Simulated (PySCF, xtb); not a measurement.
C₄H₉FSi, SMILES [C@@H]1(C)[C@@](F)(C1)[SiH3].

Harmonic wavenumbers (cm⁻¹) from GFN2-xTB (xtb 6.7.1) at its own minimum, in rising order: 66, 138, 187, 193, 270, 323, 392, 443, 542, 558, 569, 769, 773, 788, 843, 866, 911, 966, 1008, 1048, 1097, 1109, 1156, 1172, 1276, 1391, 1414, 1462, 1488, 1496, 2260, 2277, 2303, 3016, 3025, 3036, 3049, 3086, 3101.

### Question
What does PBE-D3(BJ)/def2-SVP in PySCF give at its own minimum? (An estimate is asked for; the answer gives what the named calculation found.)

### Answer
112, 148, 188, 200, 257, 315, 375, 436, 528, 614, 638, 789, 825, 871, 882, 900, 913, 917, 971, 994, 1064, 1072, 1138, 1163, 1236, 1329, 1360, 1406, 1414, 1433, 2165, 2176, 2182, 2969, 3051, 3055, 3059, 3078, 3156. Paired by order, the mean absolute difference is 40 cm⁻¹ and the zero-point energies are 71.3 and 70.6 kcal/mol.
